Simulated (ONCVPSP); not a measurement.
# lanthanum (La), ONCV: configuration errors across variants

| Quantity | Value |
| --- | --- |
| Element | La |
| Generator | ONCVPSP 4.0.1 |
| Type | optimised norm-conserving Vanderbilt (ONCV) |
| Functional | LDA (Perdew-Zunger) |
| Relativity | scalar-relativistic |
| Frozen core | [Kr] 4d10 |
| Valence charge | 11 |
| Reference configuration | 5s2 5p6 5d2 6s1 |
| Partial waves | 5s+6s: rc 2.60 bohr, ncon 3, nbas 6, qcut 5.8 1/bohr, 2 projectors; 5p: rc 1.80 bohr, ncon 4, nbas 8, qcut 4.6 1/bohr, 2 projectors, debl 3.6 Ha; 5d: rc 3.65 bohr, ncon 4, nbas 9, qcut 4.6 1/bohr, 2 projectors, debl 2.5 Ha; f scattering state at 0.06 Ha: rc 2.90 bohr, ncon 3, nbas 8, qcut 3.5 1/bohr, 2 projectors, debl 2.2 Ha |
| Local potential | polynomial inside 1.40 bohr (lpopt 4, dvloc0 0 Ha) |
| Core correction | Teter function, fcfact 2.5, rcfact 1.55 |

In the f channel the program set the typed energies aside and used -0.111, 2.089 Ha.

All-electron excitation energies from the reference (eV): (1) 5s2 5p6 5d1 6s2 -0.828; (2) 5s2 5p6 5d1 6s1 5.335; (3) 5s2 5p6 5d1 6s0 16.487; (4) 4f1 5s2 5p6 5d1 6s0 6.246.

1 further variants failed, have other tests or too few solved ones, and are left out.

Errors AE − PS in meV (a dash: test not solved or not reliable):

```tsv
change	(1)	(2)	(3)	(4)	bound ghosts	GHOST(+) flags above zero
base	-0.7	+0.5	0.0	+1597	none	s
d: rc 2.68	-1.9	-0.6	-1.1	–	none	s
d: rc 2.96	-1.9	-0.6	-1.1	–	none	s
d: rc 3.56	-1.0	+0.2	-0.3	+1597	none	s
d: rc 4.3	+2.7	+1.7	-5.4	–	none	s, d
d: rc 4.9	+23	+44	+96	+1559	none	s
```

**Question.** Give the same row for: d: rc 4.06.

**Answer.** +1.5, +2.7, +2.2, +1592; bound ghosts: none; GHOST(+) flags above zero: s.
